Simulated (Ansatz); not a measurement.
The inner images of a band of C2H8AlN + H2 (14 atoms, charge 0, multiplicity 1) are given out of order.

Level of theory: RKS B3LYP-D4/def2-SVP (Ansatz 0.2.0).

First end point:

```xyz
14
Properties=species:S:1:pos:R:3
Al -1.774 0.527 0.538
N -0.312 -0.274 -0.118
C 0.474 -1.246 0.621
C 0.200 -0.045 -1.456
H -2.526 1.550 -0.405
H -2.207 0.153 2.013
H 1.235 1.674 0.806
H 1.791 2.155 1.011
H 0.057 -1.407 1.628
H 0.502 -2.227 0.107
H 1.525 -0.915 0.742
H -0.420 0.688 -1.996
H 0.217 -0.978 -2.055
H 1.238 0.344 -1.436
```

Last end point:

```xyz
14
Properties=species:S:1:pos:R:3
Al -1.298 0.976 0.874
N 0.379 0.204 -0.077
C 0.962 -0.926 0.674
C 0.102 -0.138 -1.487
H -1.624 2.200 -0.113
H -2.260 -0.308 0.799
H 1.048 0.979 -0.061
H -0.652 1.334 2.299
H 1.192 -0.602 1.698
H 0.222 -1.738 0.726
H 1.878 -1.304 0.191
H -0.279 0.750 -2.009
H -0.674 -0.917 -1.517
H 1.005 -0.510 -1.999
```

Put them in order from the first end to the last, with their energies above the first end.
A.
```xyz
14
Properties=species:S:1:pos:R:3
Al -1.575 0.628 0.569
N -0.242 -0.322 -0.157
C 0.497 -1.348 0.556
C 0.219 -0.150 -1.522
H -2.278 1.710 -0.346
H -1.957 0.315 2.072
H 1.008 1.863 0.956
H 1.158 2.515 1.321
H 0.132 -1.449 1.590
H 0.404 -2.339 0.068
H 1.581 -1.115 0.604
H -0.352 0.640 -2.035
H 0.112 -1.081 -2.114
H 1.291 0.133 -1.561
```
B.
```xyz
14
Properties=species:S:1:pos:R:3
Al -1.360 0.896 0.703
N 0.120 -0.062 -0.058
C 0.669 -1.234 0.608
C 0.378 -0.034 -1.489
H -2.215 1.724 -0.341
H -1.915 0.299 2.061
H 0.421 1.191 0.639
H 0.089 1.960 1.150
H 0.534 -1.157 1.698
H 0.178 -2.171 0.277
H 1.752 -1.342 0.407
H 0.015 0.909 -1.928
H -0.128 -0.864 -2.021
H 1.460 -0.116 -1.707
```
C.
```xyz
14
Properties=species:S:1:pos:R:3
Al -1.318 1.058 0.831
N 0.368 0.118 0.007
C 0.706 -1.174 0.635
C 0.362 0.044 -1.467
H -2.205 1.346 -0.470
H -1.845 -0.049 1.860
H 1.081 0.798 0.284
H -0.527 2.309 1.458
H 0.712 -1.065 1.727
H -0.063 -1.915 0.373
H 1.689 -1.542 0.295
H 0.115 1.028 -1.887
H -0.413 -0.666 -1.790
H 1.338 -0.291 -1.858
```
D.
```xyz
14
Properties=species:S:1:pos:R:3
Al -1.309 1.013 0.865
N 0.381 0.160 -0.029
C 0.796 -1.085 0.646
C 0.268 -0.004 -1.492
H -2.051 1.635 -0.411
H -1.976 -0.274 1.547
H 1.093 0.871 0.158
H -0.543 2.038 1.835
H 0.895 -0.904 1.726
H 0.018 -1.848 0.501
H 1.753 -1.463 0.247
H 0.023 0.962 -1.952
H -0.550 -0.704 -1.714
H 1.203 -0.397 -1.927
```
E.
```xyz
14
Properties=species:S:1:pos:R:3
Al -1.302 0.982 0.879
N 0.380 0.188 -0.059
C 0.879 -1.001 0.659
C 0.181 -0.064 -1.499
H -1.859 1.939 -0.279
H -2.120 -0.362 1.183
H 1.074 0.934 0.044
H -0.564 1.688 2.118
H 1.032 -0.752 1.719
H 0.123 -1.796 0.599
H 1.826 -1.368 0.227
H -0.122 0.868 -1.994
H -0.627 -0.799 -1.626
H 1.097 -0.457 -1.971
```
F.
```xyz
14
Properties=species:S:1:pos:R:3
Al -1.399 0.723 0.601
N -0.112 -0.279 -0.152
C 0.576 -1.347 0.548
C 0.290 -0.150 -1.539
H -2.111 1.807 -0.304
H -1.804 0.401 2.096
H 0.616 1.749 0.948
H 0.406 2.367 1.350
H 0.363 -1.310 1.629
H 0.279 -2.352 0.184
H 1.676 -1.274 0.426
H -0.141 0.758 -1.991
H -0.031 -1.014 -2.155
H 1.393 -0.078 -1.641
```
G.
```xyz
14
Properties=species:S:1:pos:R:3
Al -1.353 1.093 0.822
N 0.233 0.028 -0.021
C 0.690 -1.210 0.632
C 0.393 0.000 -1.484
H -2.253 1.583 -0.401
H -1.957 0.166 1.972
H 0.779 0.816 0.356
H -0.227 2.155 1.315
H 0.545 -1.134 1.718
H 0.107 -2.069 0.267
H 1.757 -1.396 0.419
H 0.018 0.936 -1.920
H -0.185 -0.833 -1.912
H 1.452 -0.133 -1.762
```

A (+0.01 eV), F (+0.09 eV), B (+0.74 eV), G (-0.42 eV), C (-0.60 eV), D (-0.62 eV), E (-0.66 eV).

Time of the run: 6.1 min on 2 threads of Intel(R) Xeon(R) Platinum 8375C CPU @ 2.90GHz (Ice Lake), on a shared host, peak memory 0.26 GiB.
